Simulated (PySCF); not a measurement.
A calculated (PBE, PySCF 2.14, aug-cc-pVDZ, no relativity, point nucleus) atom or ion has these occupied shells.

```
shell  electrons  orbital energy (eV)  rms radius, mean of both spins (bohr)
 1s α          1              -514.84                                  0.232
 1s β          1              -513.56                                  0.232
 2s α          1              -25.253                                   1.27
 2s β          1              -21.654                                   1.27
 2p α          3              -10.189                                   1.45
 2p β          1               -7.533                                   1.45
```

Question: Name the element and its charge.

Answer: O (oxygen, neutral), in [He] 2s2 2p4, high-spin 3P determinant.
